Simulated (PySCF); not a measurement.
Dipole moment and polarisability of `[NH2][GeH2][Cl]`

ClGeH4N.
Numbering: `[NH2:1][GeH2:2][Cl:3]` (hydrogens: H4, H5 on N1; H6, H7 on Ge2)

Structure used (PBE0-D3(BJ)/def2-SVP), in Å, numbered top down from 1:
```xyz
7
ClGeH4N angstrom
N     -0.6127   -0.1769   -0.5200
Ge     1.1956   -0.3231   -0.5637
Cl     1.8594   -2.3071   -1.1854
H     -1.0754   -0.7730    0.1612
H     -1.0741   -0.2891   -1.4191
H      1.7400    0.6559   -1.6079
H      1.7369   -0.1152    0.8539
```

Level: CAM-B3LYP/def2-SVPD (PySCF), static field, nuclei fixed, core orbitals frozen in the response. The polarisability tensor in these axes (au):

```
x   54.74 -5.31 -1.66
y   -5.31 57.96  3.09
z   -1.66  3.09 49.06
```

What are the eigenvalues, a third of the trace, and Δα (Δα² = ½Σ(αi − αj)² over the three pairs)?

Principal values 48.09, 50.89 and 62.78 au; mean 53.92 au = 7.99 Å³ = 8.89 × 10⁻⁴⁰ C²·m²/J; Δα = 13.51 au (25 % of the mean).

What is the dipole moment, and where does it point?

(-1.24, 1.14, 0.37) D, 1.73 D in size, pointing from the negative to the positive side. Measured along this direction, the outermost atoms are Cl3 at the negative end and H4, H5 and N1 at the positive end.

What molar refraction does this α imply?

Lorentz–Lorenz: R = (4π/3)N_A α = 2.5225 cm³/(mol·Å³) × 7.99 Å³ = 20.2 cm³/mol, in the limit of long wavelengths.

What would n − 1 = 2πNα be for an ideal gas of these molecules at 350 K and 1 atm, electronic part alone?

N = p/kT = 2.0968 × 10¹⁹ cm⁻³, so n − 1 = 2π × N × 7.99 × 10⁻²⁴ cm³ = 1053 × 10⁻⁶ at long wavelengths.

Along which axes do the principal values lie, and how far do the nuclei extend along each?

Largest value along (-0.57, 0.78, 0.25), where the nuclei span 3.24 Å; middle along (0.82, 0.54, 0.17), 2.80 Å; least along (0.00, -0.30, 0.95), 2.58 Å. The response follows the extents in order.

Find the Langevin capture rate constant for NO+ (29.998 u) meeting this molecule (126.924 u), k = 2.342 × 10⁻⁹ cm³/s × √(α in Å³ / reduced mass in u).

The reduced mass is 24.26 u, so k = 1.34 × 10⁻⁹ cm³/s. The formula leaves out the permanent dipole, which adds to the capture rate.

Give the eigenvalues of the traceless quadrupole moment Θ = ½Σq(3rr − r²1), origin at the centre of nuclear charge.

-8.47, 2.90, 5.58 D·Å. The values depend on the origin, since the dipole doesn't vanish. The electronic extent ⟨r²⟩ about the same centre is 448 bohr², a root-mean-square distance of 1.45 Å for the 60 electrons.

The structure is a single PBE0-D3(BJ)/def2-SVP conformer in the gas phase; no vibrational or solvent corrections. The calculation is non-relativistic, for germanium too.

These values come from a run that also computed excited states and ΔSCF ions. Time: 59 s wall. Hardware: x86-64 server, one thread, shared host.
